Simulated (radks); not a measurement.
Valence configurations of Cr+ (all share [Ar]). All-electron calculation, non-relativistic Kohn-Sham, PBE, spin-polarised, spherical densities, point nucleus; open shells are filled with parallel spins first. Program: a radial shooting solver on a logarithmic mesh with Libxc functionals. Energies are relative to 3d5; eigenvalues in eV for spin up.

valence          E (eV)  moment (Bohr magnetons)    e(3d)    e(4p)    e(4s)
3d5               0.000                        5  -10.990        -        -
3d4.5 4s0.5       0.639                        5  -12.973        -  -11.090
3d4 4s1           1.913                        5  -15.210        -  -11.968
3d4 4s0.5 4p0.5   4.152                        5  -15.808   -7.820  -12.316
3d3.5 4s1.5       4.888                        4  -17.666        -  -12.631
3d4 4p1           6.407                        5  -16.391   -8.132        -
3d3 4s1.5 4p0.5  10.296                        4  -20.938   -8.967  -13.909
3d3 4s1 4p1      11.731                        5  -21.477   -9.420  -14.449
3d3 4p2          16.780                        5  -22.581   -9.964        -
3d2 4s1 4p2      26.264                        5  -28.325  -11.210  -16.802

NIST lists [Ar] 3d5 as the ground configuration; this level of theory agrees among the configurations tried. The energies are those of spherical high-spin densities, not of single terms.
